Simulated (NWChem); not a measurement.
System meant: Si2N2H6O; SMILES N1[Si@H](N)O[SiH2]1

Input file for NWChem:

```
start job
memory heap 200 mb stack 900 mb global 1100 mb
geometry units angstroms noautoz
  N     -0.107920    -2.177581     0.592031
  Si    -0.121846    -0.807034    -0.421321
  N     -1.187080     0.481186     0.083059
  Si     0.151722     1.596142     0.144387
  O      1.156775     0.314522    -0.300665
  H      0.184788    -3.082876     0.245168
  H     -0.029510    -2.107657     1.599752
  H     -0.239847    -1.341402    -1.803818
  H     -2.183116     0.540299     0.240109
  H      0.476352     2.168762     1.485408
  H      0.141943     2.706919    -0.852436
end
basis spherical
  * library def2-svp
end
dft
  odft
  mult 2
  xc pbe0
  iterations 150
  mulliken
end
task dft energy
```

End of the output:

```
 Summary of "ao basis" -> "" (spherical)
 ------------------------------------------------------------------------------
       Tag                 Description            Shells   Functions and Types
 ---------------- ------------------------------  ------  ---------------------
 *                          def2-svp                  on all atoms

                                 NWChem DFT Module
                                 -----------------

 Summary of "ao basis" -> "ao basis" (spherical)
 ------------------------------------------------------------------------------
       Tag                 Description            Shells   Functions and Types
 ---------------- ------------------------------  ------  ---------------------
 N                          def2-svp                 6       14   3s2p1d
 Si                         def2-svp                 8       18   4s3p1d
 O                          def2-svp                 6       14   3s2p1d
 H                          def2-svp                 3        5   2s1p

 Summary of "ao basis" -> "ao basis" (spherical)
 ------------------------------------------------------------------------------
       Tag                 Description            Shells   Functions and Types
 ---------------- ------------------------------  ------  ---------------------
 N                          def2-svp                 6       14   3s2p1d
 Si                         def2-svp                 8       18   4s3p1d
 O                          def2-svp                 6       14   3s2p1d
 H                          def2-svp                 3        5   2s1p

  number of electrons :                   56
  multiplicity        :                    2
 ------------------------------------------------------------------------
  no. of electrons and multiplicity not compatible                  56
 ------------------------------------------------------------------------
 ------------------------------------------------------------------------
  current input line :
    26: task dft energy
 ------------------------------------------------------------------------
 ------------------------------------------------------------------------
 There is an error in the input file
 ------------------------------------------------------------------------
 For more information see the NWChem manual at https://nwchemgit.github.io

0: no. of electrons and multiplicity not compatible:Received an Error in Communication
```

What is wrong, and how is it mended?

The program refused the input. Cause: the multiplicity doesn't fit the number of electrons (an even count wants an odd multiplicity, and the reverse). This input runs:
```
start job
memory heap 200 mb stack 900 mb global 1100 mb
geometry units angstroms noautoz
  N     -0.107920    -2.177581     0.592031
  Si    -0.121846    -0.807034    -0.421321
  N     -1.187080     0.481186     0.083059
  Si     0.151722     1.596142     0.144387
  O      1.156775     0.314522    -0.300665
  H      0.184788    -3.082876     0.245168
  H     -0.029510    -2.107657     1.599752
  H     -0.239847    -1.341402    -1.803818
  H     -2.183116     0.540299     0.240109
  H      0.476352     2.168762     1.485408
  H      0.141943     2.706919    -0.852436
end
basis spherical
  N library def2-svp
  Si library def2-svp
  O library def2-svp
  H library def2-svp
end
dft
  xc pbe0
  iterations 150
  mulliken
end
task dft energy
```
It converges to -766.68858 Ha (PBE0/def2-SVP).
